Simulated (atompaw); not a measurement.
# boron: PAW (atompaw) pseudisation with PBE, scalar-relativistic reference atom.

| Quantity | Value |
| --- | --- |
| Element | B |
| Generator | atompaw 4.2.0.5 |
| Type | PAW |
| Functional | PBE |
| Relativity | scalar-relativistic |
| Frozen core | [He] |
| Valence charge | 3 |
| Reference configuration | 2s1 2p0 (charge +2) |
| Partial waves | 2s (bound): rc 3.00 bohr; 2s channel at -0.1 Ry: rc 3.00 bohr; 2p (bound, empty): rc 3.00 bohr; 2p channel at -0.55 Ry: rc 3.00 bohr; 3d channel at 0.2 Ry: rc 3.00 bohr; 3d channel at 1.1 Ry: rc 3.00 bohr |
| Local potential | ultrasoft scheme with l = 3 at 0 Ry, radius 2.60 bohr |
| Core correction | smooth core density matched at 1.55 bohr |
| Augmentation charge | besselshape compensation charge, radius 2.20 bohr; PAW radius 3.00 bohr; waves and projectors: custom rrkj vanderbiltortho |

All-electron outer shells of the reference configuration (PBE, scalar-relativistic, ld1.x):

```tsv
shell	level (eV)	outermost node (bohr)	outermost maximum (bohr)
2s	-31.48	0.45	1.37
2p	-25.49	–	1.26
```

Q: Does the generator finish with these settings?

A: Yes, a potential is produced.

Q: Estimate the cutoffs (Ry, on a coarse ladder) from which the occupation-weighted sum of valence levels, in a spherical-Bessel basis at the reference potential, stays within 10 and 1 mRy of its value at 400 Ry.

A: 6 Ry and 6 Ry.

Q: What does a ghost test show?

A: No extra level below or beside the all-electron valence levels (s, p, d, f tested).

Q: Is the overlap operator S = 1 + Σ q|β⟩⟨β| positive definite (Bessel basis up to 400 Ry)?

A: Yes: its lowest eigenvalue is 0.64 (d channel).
